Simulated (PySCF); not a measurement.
FH6NOSi2, SMILES O[SiH2]N[SiH2]F. Atoms are numbered in the order given.

```xyz
11

O     -2.1435     1.1708    -0.5459
Si    -1.5434    -0.0552     0.4090
N     -0.1041    -0.8065    -0.2380
Si     1.5389    -0.5526     0.2216
F      2.1745     0.7574    -0.5192
H     -1.5551     1.9147    -0.7240
H     -1.1431     0.4318     1.7582
H     -2.6497    -1.0390     0.4668
H     -0.2382    -1.3379    -1.0980
H      1.5996    -0.2815     1.6767
H      2.3561    -1.7158    -0.2030
```

Geometry optimised at B3LYP-D3(BJ)/def2-SVP. The structure was generated by enumeration, and PubChem lists no compound with its InChIKey, so it may never have been made. One conformer was computed; it need not be the lowest.

Method: B3LYP/pcSseg-1 run with PySCF.

GIAO shieldings, no solvent; atoms listed in one row are averaged. δ = σ(ref) − σ: ¹⁷O against H2O (σ = 333.8 ppm); ²⁹Si against TMS (σ = 338.7 ppm); ¹⁵N against NH3 (σ = 265.5 ppm); ¹⁹F against CFCl3 (σ = 161.7 ppm); ¹H against TMS (σ = 31.68 ppm), references at their B3LYP-D3(BJ)/def2-TZVP geometries, non-relativistic.

Q: Estimate the chemical shifts. (The exact figures need the calculation; the answer reports its results.)

A: 
```tsv
nucleus	atoms	count	δ (ppm)
¹⁷O	O1	1	64.3
²⁹Si	Si4	1	-24.5
²⁹Si	Si2	1	-32.1
¹⁵N	N3	1	77.7
¹⁹F	F5	1	-165.5
¹H	H7	1	5.02
¹H	H10, H11	2	5.00
¹H	H8	1	4.89
¹H	H9	1	2.45
¹H	H6	1	1.87
```
